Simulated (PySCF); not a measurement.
PySCF input for Sn(H)(F)(Me)2 (C2H7FSn), SMILES [CH3][SnH]([F])[CH3], B3LYP-D3(BJ)/def2-SVP. Geometry: B3LYP-D3(BJ)/def2-SVP. The def2 effective core potentials stand for the cores of Sn; spin–orbit coupling is left out.

```python
import numpy as np
from pyscf import gto, scf, dft, df
from pyscf.hessian import thermo

mol = gto.M(
    atom='''
    Sn    0.24605359   -0.01925352   -0.00000000
    C    -0.46247779    0.91907355    1.80859535
    C    -0.46247779    0.91907356   -1.80859534
    F    -0.57524254   -1.80082637   -0.00000000
    H     1.94141536   -0.33684323    0.00000001
    H     0.01327017    1.90321152    1.93360371
    H    -0.21950431    0.28700425    2.67423322
    H    -1.55235511    1.04882128    1.74714327
    H    -0.21950430    0.28700426   -2.67423322
    H     0.01327017    1.90321152   -1.93360369
    H    -1.55235511    1.04882128   -1.74714327
    ''',
    basis='def2-SVP',
    ecp={'Sn': 'def2-svp'},
    charge=0,
    spin=0,
    max_memory=1600,
    verbose=3,
)
mf = dft.RKS(mol, xc='b3lyp').density_fit(auxbasis='def2-universal-jkfit')
mf.disp = 'd3bj'
mf.grids.level = 3
mf.conv_tol = 1e-11
mf.max_cycle = 100
mf.kernel()

# [left out here: the lines that compute and print the analytic Hessian (its translational invariance restored by hand, since the grid's response is missing), thermochemistry and intensities]
```

Program output:

```
converged SCF energy = -394.53064374151

WARN: DFTD3 does not support analytical Hessian, using finite difference


WARN: Mole.unit (angstrom) is changed to Bohr

Mode                                 0                   1                   2
Irrep
Freq [cm^-1]                       46.2805             51.3147            124.0385
Reduced mass [au]                   1.0179              1.0469              2.7144
Force const [Dyne/A]                0.0013              0.0016              0.0246
Char temp [K]                      66.5873             73.8305            178.4637
Normal mode                   x     y     z       x     y     z       x     y     z
       0  Sn                -0.00  0.00  0.00    0.00 -0.01  0.00    0.01 -0.02  0.00
       1   C                -0.01 -0.01  0.00    0.01  0.02 -0.01   -0.06  0.10 -0.10
       2   C                 0.01  0.01  0.00    0.01  0.02  0.01   -0.06  0.10  0.10
       3   F                 0.00 -0.00 -0.02   -0.03  0.01 -0.00    0.01 -0.02 -0.00
       4   H                 0.00  0.00  0.01   -0.00 -0.03  0.00    0.01 -0.04  0.00
       5   H                -0.32  0.17 -0.21   -0.28  0.19 -0.23   -0.04  0.10 -0.15
       6   H                 0.33  0.19  0.05    0.35  0.22  0.05   -0.16  0.18 -0.01
       7   H                -0.07 -0.37  0.15   -0.04 -0.33  0.15   -0.05  0.14 -0.21
       8   H                -0.33 -0.19  0.05    0.35  0.22 -0.05   -0.16  0.18  0.01
       9   H                 0.32 -0.17 -0.21   -0.28  0.19  0.23   -0.04  0.10  0.15
      10   H                 0.07  0.37  0.15   -0.04 -0.33 -0.15   -0.05  0.14  0.21
Mode                                 3                   4                   5
Irrep
Freq [cm^-1]                      151.0030            154.7737            493.6712
Reduced mass [au]                   4.0190              5.2018              1.0584
Force const [Dyne/A]                0.0540              0.0734              0.1520
[...]
       3   F                -0.09 -0.19 -0.00   -0.00 -0.00  0.02   -0.00 -0.00  0.00
       4   H                 0.05  0.21  0.00    0.00  0.00  0.09    0.00  0.00 -0.41
       5   H                 0.02 -0.01 -0.02    0.15 -0.09 -0.42    0.19 -0.11 -0.10
       6   H                 0.01  0.00 -0.01   -0.08  0.28  0.30    0.21 -0.09 -0.17
       7   H                 0.00  0.01  0.01    0.01  0.18 -0.01   -0.07  0.17  0.41
       8   H                 0.01  0.00  0.01    0.08 -0.28  0.30   -0.21  0.09 -0.17
       9   H                 0.02 -0.01  0.02   -0.15  0.09 -0.42   -0.19  0.11 -0.10
      10   H                 0.00  0.01 -0.01   -0.01 -0.18 -0.01    0.07 -0.17  0.41
Mode                                12                  13                  14
Irrep
Freq [cm^-1]                      780.1732            788.0664           1210.5976
Reduced mass [au]                   1.2219              1.2318              1.2155
Force const [Dyne/A]                0.4382              0.4507              1.0496
Char temp [K]                    1122.4956           1133.8520           1741.7804
Normal mode                   x     y     z       x     y     z       x     y     z
       0  Sn                -0.01 -0.01  0.00    0.01 -0.01  0.00    0.00  0.00 -0.00
       1   C                 0.06  0.06 -0.01   -0.05  0.05 -0.05   -0.03  0.04  0.07
       2   C                 0.06  0.06  0.01   -0.05  0.05  0.05    0.03 -0.04  0.07
       3   F                 0.00 -0.00 -0.00   -0.00  0.00 -0.00   -0.00 -0.00  0.00
       4   H                 0.06  0.27  0.00   -0.01 -0.02 -0.00   -0.00  0.00  0.03
       5   H                -0.22  0.14  0.37    0.07 -0.04  0.17    0.19 -0.03 -0.31
       6   H                -0.07 -0.15 -0.12    0.23 -0.23 -0.33    0.16 -0.25 -0.21
       7   H                 0.03 -0.24 -0.22   -0.07  0.06  0.37   -0.01 -0.15 -0.34
       8   H                -0.07 -0.15  0.12    0.23 -0.23  0.33   -0.16  0.25 -0.21
       9   H                -0.22  0.14 -0.37    0.07 -0.04 -0.17   -0.19  0.03 -0.31
      10   H                 0.03 -0.24  0.22   -0.07  0.06 -0.37    0.01  0.15 -0.34
Mode                                15                  16                  17
Irrep
Freq [cm^-1]                     1216.0707           1429.0626           1432.2183
Reduced mass [au]                   1.1967              1.0564              1.0572
Force const [Dyne/A]                1.0427              1.2711              1.2777
Char temp [K]                    1749.6550           2056.1030           2060.6432
Normal mode                   x     y     z       x     y     z       x     y     z
       0  Sn                -0.00 -0.00 -0.00    0.00  0.00 -0.00    0.00 -0.00  0.00
       1   C                -0.03  0.04  0.07   -0.04  0.01 -0.02   -0.02 -0.04  0.01
       2   C                -0.03  0.04 -0.07    0.04 -0.01 -0.02    0.02  0.04  0.01
       3   F                 0.00  0.00  0.00   -0.00  0.00  0.00   -0.00 -0.00 -0.00
       4   H                 0.03  0.00  0.00   -0.00 -0.00  0.02   -0.00  0.00 -0.00
       5   H                 0.20 -0.04 -0.31    0.32 -0.21  0.30   -0.24  0.07  0.11
       6   H                 0.16 -0.26 -0.22    0.25  0.29  0.12    0.38  0.04 -0.05
       7   H                -0.02 -0.16 -0.33   -0.04 -0.19 -0.17    0.06  0.43 -0.25
       8   H                 0.16 -0.26  0.22   -0.25 -0.29  0.12   -0.38 -0.04 -0.05
       9   H                 0.20 -0.04  0.31   -0.32  0.21  0.30    0.24 -0.07  0.11
      10   H                -0.02 -0.16  0.33    0.04  0.19 -0.17   -0.06 -0.43 -0.25
Mode                                18                  19                  20
Irrep
Freq [cm^-1]                     1433.9274           1438.7645           1885.8163
Reduced mass [au]                   1.0527              1.0538              1.0159
Force const [Dyne/A]                1.2753              1.2852              2.1286
Char temp [K]                    2063.1023           2070.0617           2713.2698
Normal mode                   x     y     z       x     y     z       x     y     z
       0  Sn                -0.00  0.00  0.00    0.00  0.00 -0.00    0.01 -0.00 -0.00
       1   C                -0.03  0.03 -0.02    0.03  0.03 -0.00    0.00  0.00  0.00
       2   C                -0.03  0.03  0.02    0.03  0.03  0.00    0.00  0.00 -0.00
       3   F                 0.00 -0.00 -0.00   -0.00  0.00  0.00    0.00  0.00 -0.00
       4   H                 0.01 -0.01 -0.00   -0.01 -0.01 -0.00   -0.97  0.19 -0.00
       5   H                 0.39 -0.21  0.22    0.05  0.04 -0.25    0.01  0.00 -0.00
       6   H                 0.03  0.24  0.13   -0.46 -0.17 -0.01    0.00 -0.00  0.00
       7   H                -0.07 -0.38 -0.03   -0.03 -0.27  0.31    0.00 -0.01 -0.02
       8   H                 0.03  0.24 -0.13   -0.46 -0.17  0.01    0.00 -0.00 -0.00
       9   H                 0.39 -0.21 -0.22    0.05  0.04  0.25    0.01  0.00  0.00
      10   H                -0.07 -0.38  0.03   -0.03 -0.27 -0.31    0.00 -0.01  0.02
Mode                                21                  22                  23
Irrep
Freq [cm^-1]                     3045.6725           3046.1886           3150.2222
Reduced mass [au]                   1.0312              1.0311              1.1044
Force const [Dyne/A]                5.6357              5.6374              6.4572
Char temp [K]                    4382.0445           4382.7871           4532.4683
Normal mode                   x     y     z       x     y     z       x     y     z
       0  Sn                 0.00 -0.00 -0.00   -0.00  0.00 -0.00    0.00  0.00 -0.00
       1   C                -0.01  0.02  0.03    0.01 -0.02 -0.03    0.04  0.05 -0.01
       2   C                 0.01 -0.02  0.03    0.01 -0.02  0.03   -0.04 -0.05 -0.01
       3   F                 0.00  0.00  0.00   -0.00 -0.00  0.00   -0.00 -0.00 -0.00
       4   H                -0.00  0.00  0.00    0.00 -0.00  0.00   -0.00  0.00  0.00
       5   H                -0.19 -0.39 -0.04    0.19  0.38  0.04   -0.22 -0.46 -0.06
       6   H                -0.09  0.23 -0.29    0.09 -0.23  0.29    0.06 -0.13  0.19
       7   H                 0.39 -0.04  0.03   -0.39  0.04 -0.03   -0.35  0.05 -0.02
       8   H                 0.09 -0.23 -0.29    0.09 -0.23 -0.29   -0.06  0.13  0.19
       9   H                 0.19  0.39 -0.04    0.19  0.38 -0.04    0.22  0.46 -0.06
      10   H                -0.39  0.04  0.03   -0.39  0.04  0.03    0.35 -0.05 -0.02
Mode                                24                  25                  26
Irrep
Freq [cm^-1]                     3150.7641           3160.6422           3160.8970
Reduced mass [au]                   1.1046              1.1053              1.1058
Force const [Dyne/A]                6.4609              6.5057              6.5093
Char temp [K]                    4533.2480           4547.4604           4547.8271
Normal mode                   x     y     z       x     y     z       x     y     z
       0  Sn                -0.00 -0.00 -0.00    0.00 -0.00 -0.00    0.00 -0.00  0.00
       1   C                -0.04 -0.05  0.01   -0.04  0.03 -0.03    0.04 -0.03  0.03
       2   C                -0.04 -0.05 -0.01    0.04 -0.03 -0.03    0.04 -0.03 -0.03
       3   F                 0.00  0.00 -0.00   -0.00  0.00  0.00   -0.00  0.00 -0.00
       4   H                 0.00 -0.00  0.00   -0.00  0.00 -0.00   -0.00  0.00  0.00
       5   H                 0.22  0.47  0.06   -0.03 -0.05 -0.01    0.03  0.05  0.01
       6   H                -0.06  0.13 -0.19    0.11 -0.30  0.40   -0.11  0.30 -0.40
       7   H                 0.35 -0.05  0.02    0.42 -0.04  0.02   -0.43  0.04 -0.02
       8   H                -0.06  0.13  0.19   -0.11  0.30  0.40   -0.11  0.30  0.40
       9   H                 0.22  0.47 -0.06    0.03  0.05 -0.01    0.03  0.05 -0.01
      10   H                 0.35 -0.05 -0.02   -0.42  0.04  0.02   -0.43  0.04  0.02
temperature 298.1500 [K]
pressure 101325.00 [Pa]
Rotational constants [GHz] 4.26381 3.78690 2.54671
Symmetry number 1
Zero-point energy (ZPE) 0.07987 [Eh]   209710.536 [J/mol]
                           tot       elec      trans        rot        vib
Entropy [J/mol/K]       375.332      0.000    172.709    110.712     91.911
Cv [J/mol/K]            104.847      0.000     12.472     12.472     79.903
Cp [J/mol/K]            113.161      0.000     20.786     12.472     79.903
Internal energy [J/mol]                      3718.434   3718.434 222931.581
Internal energy [Eh]   -394.44290  -394.53064
Enthalpy [J/mol]                             6197.391   3718.434 222931.581
Enthalpy [Eh]          -394.44196
Gibbs free energy [J/mol]                  -45295.665 -29290.281 195528.255
Gibbs free energy [Eh] -394.48458
static polarisability / bohr^3: [[52.663 -3.982  0.   ]
 [-3.979 50.313  0.   ]
 [-0.    -0.    64.079]]
largest difference of analytic and finite-field dipole derivatives / e: 0.0006115009508333991
mode   freq/cm-1   IR/(km/mol)   Raman/(A^4/amu)   depolarisation
   1       46.28         0.070             0.023            0.750
   2       51.31         0.178             0.134            0.696
   3      124.04         0.836             4.035            0.721
   4      151.00         8.243             1.225            0.745
   5      154.77         9.217             2.560            0.750
   6      493.67        86.397            12.681            0.750
   7      507.64         4.891            42.398            0.116
   8      531.33        13.838            14.050            0.750
   9      583.47        65.199            18.351            0.723
  10      609.05        39.663             5.474            0.400
  11      716.61        33.973             1.087            0.750
  12      762.59        56.885             8.157            0.750
  13      780.17        71.098             2.410            0.684
  14      788.07        52.338             3.162            0.719
  15     1210.60         1.227             1.460            0.750
  16     1216.07         1.735            10.948            0.089
  17     1429.06         0.496            11.999            0.750
  18     1432.22         0.216             9.351            0.750
  19     1433.93         1.655            18.480            0.743
  20     1438.76         6.960             2.908            0.750
  21     1885.82       198.407           220.940            0.201
  22     3045.67         5.973             0.132            0.750
  23     3046.19         3.919           268.759            0.001
  24     3150.22         0.017            47.390            0.750
  25     3150.76         7.335           123.138            0.734
  26     3160.64         0.783            54.742            0.750
  27     3160.90         2.430           135.375            0.737
max |gradient| / (hartree/bohr): 0.00013298115317997202
APT charges: [ 1.5947 -0.3106 -0.3106 -0.6597 -0.3439  0.0036  0.006   0.0054  0.006
  0.0036  0.0054]
```

The calculation finished and met its thresholds.

Cost: around 4 core-minutes (rough).
